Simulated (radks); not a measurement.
Question: Species: Rh V. Configuration: [Ar] 3d10 4s1.5 4p6 4d5 5p0.5 (fractional occupations, a model configuration). Method: Dirac Kohn-Sham, PBE, spin-unpolarised, spherical densities, finite nucleus; open shells are shared between the two j in proportion to 2j + 1; Fermi nuclear charge, rms radius 4.4945 fm; computed with a radial shooting solver on a logarithmic mesh with Libxc functionals. Some entries of the table are withheld. Estimate them.

orbital,occ.,eigenvalue (hartree),<1/r> (bohr^-1),r(max) (bohr)
1s1/2,2,-848.4005,47.05,0.02117
2s1/2,2,-124.8776,10.79,0.1199
2p1/2,2,-115.7870,10.77,0.09294
2p3/2,4,-110.4723,10.17,0.09702
3s1/2,2,-24.12510,3.745,0.3515
3p1/2,2,-20.56740,(1),0.3382
3p3/2,4,-19.65200,(2),0.3478
3d3/2,4,-13.35604,3.333,0.2897
3d5/2,6,-13.17536,3.296,0.2924
4s1/2,1.5,-5.11939,1.435,0.8756
4p1/2,2,-4.01196,1.326,0.9170
4p3/2,4,-3.85788,1.284,0.9402
4d3/2,2,-2.14294,1.035,1.072
4d5/2,3,-2.12217,1.025,1.080
5s1/2,0,-1.55072,0.5794,2.095
5p1/2,0.166667,-1.26288,(3),2.339
5p3/2,0.333333,-1.23642,(4),2.391
4f5/2,0,-0.72994,0.4624,2.273
4f7/2,0,-0.72960,0.4618,2.276

Answer: 
(1) 3p1/2 <1/r> (bohr^-1): 3.648
(2) 3p3/2 <1/r> (bohr^-1): 3.505
(3) 5p1/2 <1/r> (bohr^-1): 0.5139
(4) 5p3/2 <1/r> (bohr^-1): 0.5024
